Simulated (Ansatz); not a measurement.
`[CH3][Al][GeH3]` radical. The species carries charge 0 and has multiplicity 2.

```xyz
9

C    -1.815   -0.680    0.214
Al    0.027   -0.905    0.865
Ge    1.778    0.591   -0.137
H    -2.138    0.355    0.379
H    -2.538   -1.346    0.687
H    -1.843   -0.855   -0.868
H     3.191    0.355    0.434
H     1.453    2.085    0.094
H     1.884    0.399   -1.668
```

Problem. What are the harmonic wavenumbers in cm⁻¹ at PBE0-D4/def2-TZVP (Ansatz, finite differences of forces, unscaled)? (Best estimate.)

Solution. The calculation gave: 20i, 72, 112, 295, 305, 392, 527, 619, 669, 778, 874, 883, 1191, 1424, 1436, 2094, 2103, 2131, 3025, 3100, 3137.
